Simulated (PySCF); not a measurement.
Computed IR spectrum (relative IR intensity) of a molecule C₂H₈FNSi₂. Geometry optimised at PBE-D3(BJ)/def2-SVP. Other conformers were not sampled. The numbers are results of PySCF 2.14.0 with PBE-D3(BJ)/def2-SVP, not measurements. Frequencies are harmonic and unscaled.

Lines under 2 % of the strongest are left out, and lines within 2 cm⁻¹ are merged.

| ν (cm⁻¹) | relative intensity |
|---|---|
| 272 | 11 |
| 318 | 7.9 |
| 387 | 43 |
| 406 | 20 |
| 481 | 3.9 |
| 502 | 10 |
| 626 | 22 |
| 675 | 11 |
| 717 | 3.1 |
| 753 | 100 |
| 792 | 13 |
| 839 | 16 |
| 868 | 40 |
| 876 | 2.4 |
| 908 | 68 |
| 935 | 11 |
| 980 | 2.0 |
| 1000 | 3.6 |
| 1369 | 3.2 |
| 1492 | 14 |
| 2131 | 28 |
| 2141 | 27 |
| 2170 | 56 |
| 3049 | 4.1 |
| 3143 | 2.9 |
| 3490 | 9.6 |
| 3588 | 11 |

Question: Which structure fits?
A) C[C@@H]1[SiH2]N[Si@@H]1F
B) C=C[SiH2][Si@H](N)F
C) CC1(F)[SiH2]N[SiH2]1
D) F[C@H]1C[SiH2]N[SiH2]1

Answer: B, C=C[SiH2][Si@H](N)F
